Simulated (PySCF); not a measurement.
Start geometry of `COc1ccc(B(F)F)o1` from GFN2-xTB (Å):
```
atom  x, y, z in Å
C1    -2.5813    0.7128    0.2857
O2    -2.0179   -0.5765    0.1008
C3    -0.6909   -0.6336    0.0384
C4     0.1047   -1.7441   -0.1325
C5     1.4182   -1.2585   -0.1276
C6     1.3634    0.1119    0.0443
B7     2.4735    1.1514    0.1263
F8     3.7500    0.8101    0.0314
F9     2.2622    2.4456    0.2947
O10    0.0370    0.4754    0.1451
H11   -3.6580    0.5622    0.3108
H12   -2.2400    1.1558    1.2244
H13   -2.3125    1.3772   -0.5390
H14   -0.2305   -2.7526   -0.2428
H15    2.3177   -1.8291   -0.2368
```

Question: What comes out of this run: PBE0-D3(BJ)/def2-SVP geometry optimisation, gas phase (PySCF)?

Answer: 
```
atom  x, y, z in Å
C1    -2.509    0.888   -0.146
O2    -1.978   -0.399   -0.403
C3    -0.689   -0.584   -0.208
C4     0.064   -1.727   -0.367
C5     1.378   -1.338   -0.020
C6     1.355   -0.005    0.327
B7     2.439    0.962    0.778
F8     3.693    0.549    0.902
F9     2.184    2.229    1.059
O10    0.050    0.440    0.198
H11   -3.582    0.822   -0.358
H12   -2.353    1.180    0.904
H13   -2.046    1.646   -0.797
H14   -0.303   -2.697   -0.689
H15    2.268   -1.966   -0.017
```

The energy falls by 0.046 eV over 9 energy and gradient evaluations, the largest force component goes from 0.0147 to 4.0e-04 Eh/bohr, and the atoms move by 0.037 Å rms after alignment. Among the bonds, C4–H14 and C5–H15 change most and about equally (+0.017 to +0.018 Å). Bonds longer at the end by more than 0.005 Å: 7 of 15; shorter: 1. Among the angles that change most is F8–B7–F9, from 114.5° to 117.4°. Rotational constants go from 2804, 791.5, 619.7 to 2743, 808.3, 626.8 MHz. The orientation of the end geometry is arbitrary; only internal coordinates are fixed.

The run used 165 basis functions and 68 SCF cycles in all.

No PBE0-D3(BJ)/def2-SVP frequencies stand behind this structure, so it isn't proved a minimum. The numbers are those of one conformer.
